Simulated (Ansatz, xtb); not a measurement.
# Two isomers of C5H7FN2O

Structure I is `COc1nc[nH]c1CF`, a singlet and structure II is `COCn1cnc(F)c1`, a singlet. Both are isolated molecules in the gas phase, relaxed with B3LYP-D3(BJ)/def2-SVP; the shapes shown needn't be the lowest conformers.

I (Å):

```yaml
atoms:
  - { symbol: C, position_ang: [-3.5839, 0.9980, -1.2824] }
  - { symbol: C, position_ang: [-1.5365, 0.3194, -0.3523] }
  - { symbol: C, position_ang: [0.2185, 1.4999, -0.0649] }
  - { symbol: C, position_ang: [-0.6179, -0.5344, 0.2437] }
  - { symbol: C, position_ang: [-0.6883, -1.9674, 0.5877] }
  - { symbol: F, position_ang: [0.1180, -2.7510, -0.2419] }
  - { symbol: N, position_ang: [-1.0180, 1.5655, -0.5279] }
  - { symbol: N, position_ang: [0.5074, 0.2649, 0.4141] }
  - { symbol: O, position_ang: [-2.7885, -0.0204, -0.6969] }
  - { symbol: H, position_ang: [-3.7084, 1.8526, -0.5977] }
  - { symbol: H, position_ang: [-4.5596, 0.5419, -1.4951] }
  - { symbol: H, position_ang: [-3.1319, 1.3721, -2.2153] }
  - { symbol: H, position_ang: [0.9376, 2.3185, -0.0572] }
  - { symbol: H, position_ang: [1.3987, -0.0475, 0.7800] }
  - { symbol: H, position_ang: [-1.7320, -2.3024, 0.4858] }
  - { symbol: H, position_ang: [-0.3545, -2.1601, 1.6236] }
```

II (Å):

```xyz
16

C    -1.8034    2.0026   -0.0945
C    -0.5355    0.7617   -1.6476
C     0.7601   -0.4343    0.1576
C    -0.3353   -2.2362    0.3207
C    -0.9679   -1.5351   -0.6812
F    -0.6686   -3.4334    0.7806
N    -0.2339   -0.3619   -0.7786
N     0.7217   -1.5656    0.8316
O    -1.7487    1.3718   -1.3567
H    -1.7095    1.2777    0.7338
H    -1.0052    2.7631    0.0123
H    -2.7799    2.4997   -0.0219
H    -0.6064    0.4090   -2.6868
H     0.3174    1.4630   -1.5596
H     1.4860    0.3679    0.2921
H    -1.8386   -1.7426   -1.2946
```

Problem. Estimate E(II) − E(I) at the level CCSD(T)/def2-SVP + ΔMP2/def2-TZVPP.

Solution. Calculated at CCSD(T)/def2-SVP + ΔMP2/def2-TZVPP: E(II) − E(I) = +25.3 kJ/mol, so structure I lies lower.

The same difference at several levels:

| level | geometry | E(II) − E(I) (kJ/mol) | departure from the last row (kJ/mol) | job, with rough time for the two |
| --- | --- | --- | --- | --- |
| B3LYP-D3(BJ)/def2-SVP | B3LYP-D3(BJ)/def2-SVP | +25.1 | −0.2 | optimisation, 2.3 min |
| HF/def2-SVP | B3LYP-D3(BJ)/def2-SVP | +27.3 | +2.0 | part of the CCSD(T) run |
| MP2/def2-SVP | B3LYP-D3(BJ)/def2-SVP | +25.6 | +0.3 | part of the CCSD(T) run |
| CCSD(T)/def2-SVP | B3LYP-D3(BJ)/def2-SVP | +23.2 | −2.1 | single point |
| CCSD(T)/def2-SVP + ΔMP2/def2-TZVPP | B3LYP-D3(BJ)/def2-SVP | +25.3 |  | single point, 3.5 min |

As drawn, II has 1 C–N, 1 C–H in place of 1 C–C, 1 N–H.

The levels shown agree on the order. The largest departure from CCSD(T)/def2-SVP + ΔMP2/def2-TZVPP is that of CCSD(T)/def2-SVP, 2.1 kJ/mol. Levels run at GFN2-xTB geometries aren't shown. The last row adds to CCSD(T) the change of the MP2 difference between the two basis sets, here +2.1 kJ/mol.

With thermal terms from frequencies at re-optimised GFN2-xTB minima (ideal gas, soft modes damped towards free rotors, one conformer each, 298.15 K, 1 atm): on the last row, ΔE + ΔZPE = +25.8, ΔH = +24.8, ΔG = +27.2 kJ/mol.

The correlated steps freeze 9 core orbitals. Run with Ansatz 0.2.0, xtb 6.7.1; the last row on 4 threads of Arm Neoverse V1 on a shared host.
